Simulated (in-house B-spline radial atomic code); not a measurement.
Sn³⁺. Computed with a B-spline radial atomic code. Model: all-electron spherical atom, spin shells full or empty, radial basis limit, no spin-orbit coupling, Breit or QED, empty-state partial waves extrapolated as (l+1/2)^-4, RPA, G0W0 and static COHSEX of the highest shell as one setting changes (uncorrelated shells keep exact exchange).

In a row where one electron alone is correlated, RPA and GW hold only self-correlation.

Given: element Sn; charge 3; filled core Kr; hamiltonian one-electron scalar X2C; mean-field start LDA VWN5; highest l of empty states 9; nuclear rms radius 4.6519 fm; highest mean-field shell 5s up.

Shell: 4d 5 5, 5s 1 0 (electrons up and down).

```
lowest nl shells left uncorrelated  RPA correlation energy (hartree)  G0W0 level (eV)  G0W0 minus most complete (meV)  COHSEX level (eV)
                                 0                           -3.7362          -41.639                               0            -43.352
                                 1                                 ?                ?                               ?                  ?
                                 2                           -3.3674          -41.641                            -2.5            -43.358
                                 3                           -2.8126          -41.638                             0.6             -43.35
                                 4                           -2.6314          -41.653                           -14.3            -43.382
                                 5                           -2.0968          -41.643                            -4.6            -43.371
                                 6                           -1.2564           -41.58                            58.5            -43.274
                                 7                           -1.0948          -41.651                           -12.5            -43.407
                                 8                                 ?                ?                               ?                  ?
                                 9                         -0.020007           -40.37                          1268.5            -41.448
```

Question: What follows for lowest nl shells left uncorrelated = 1?

Answer: RPA correlation energy -3.5616 hartree; G0W0 level -41.639 eV; G0W0 minus most complete 0.2 meV; COHSEX level -43.352 eV.

Question: What follows for lowest nl shells left uncorrelated = 8?

Answer: RPA correlation energy -0.6414 hartree; G0W0 level -41.57 eV; G0W0 minus most complete 68.7 meV; COHSEX level -43.284 eV.
